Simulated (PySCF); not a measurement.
**Exercise with solution: dipole moment from atomic charges**

BiF2HTe, SMILES [F][Bi]([TeH])[F]. Atoms are numbered in the order given.

```xyz
5

Bi    -0.5753     0.4833     0.6174
F     -2.1844    -0.1621    -0.4553
F     -0.4210     2.2466    -0.4024
Te     1.3238    -1.1136    -0.8459
H      2.3569    -0.9635     0.4663
```

Geometry: B3LYP-D3(BJ)/def2-SVP. The def2 effective core potentials stand for the cores of Bi, Te; spin–orbit coupling is left out.

Charges (e) from HF/def2-TZVP in PySCF:

```
atom  ESP fit  Mulliken
----  -------  --------
Bi1     0.844     1.348
F2     -0.369    -0.593
F3     -0.397    -0.594
Te4    -0.115    -0.200
H5      0.037     0.039
```

The dipole moment of the full density is 5.07 D.

Question: What dipole moment does each set of point charges give, and which comes closer to that of the density?

Answer: 
μ = Σ q r, and 1 e Å = 4.8032 D.
ESP fit: Σ q r = (0.423, -0.332, 0.963) e Å, |μ| = 5.30 D.
Mulliken: Σ q r = (0.597, -0.402, 1.529) e Å, |μ| = 8.12 D.
ESP fit comes closer in size. Point charges leave out the atoms' own dipoles (lone pairs, polarised bonds); fits to the potential absorb them, partitions of the density don't.
